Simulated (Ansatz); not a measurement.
`OB[TeH]` + `OBF` → `OBOBF` + H₂Te  (ligand exchange at a B–Te bond)

Isolated molecules relaxed with PBE0-D4/def2-TZVP in Ansatz; ΔE leaves out vibrations. CCSD(T)/CBS adds triple-zeta CCSD(T) − MP2 to the extrapolated MP2 energy (def2 sets, frozen cores). This one scheme is used for every species. DFT in def2-TZVPP. def2 core potentials past Kr. For Te outer-core shells are correlated without core-valence functions, which leaves a few kJ/mol of doubt a bond. One conformer a species, not always the lowest.

CCSD(T)/CBS gives -0.61 eV.

Another level gave -0.61 eV. Which?
A. PBE/def2-TZVPP
B. BLYP/def2-TZVPP
C. CAM-B3LYP/def2-TZVPP
D. LDA (SPW92)/def2-TZVPP

D. LDA (SPW92) -0.61, BLYP -0.67, PBE -0.53, CAM-B3LYP -0.78 eV.

What do rigid-rotor, harmonic-oscillator terms from PBE0-D4/def2-TZVP frequencies (298.15 K, 1 bar) make of the CCSD(T)/CBS value? (Best estimate.)

Ansatz gave: ΔZPE = -0.11 eV, ΔH = -0.70 eV, ΔS = -1 J/(mol·K), ΔG = -0.70 eV.

Largest T1 diagnostic among the species: 0.014.

From PBE to PBE0 (25 % exact exchange), in def2-TZVPP and without D4, ΔE moves by −0.06 eV. In def2-TZVPP, CCSD(T) changes the Hartree–Fock value by +0.26 eV (the triples alone add +0.05 eV) and MP2 by +0.33 eV. Leaving LDA and LC-ωPBE aside and taking each functional with its dispersion term where it has one, the values, not all of them listed here, spread over 0.26 eV, from CAM-B3LYP-D4 to revPBE-D4. LDA lies −0.08 eV from PBE without D4.
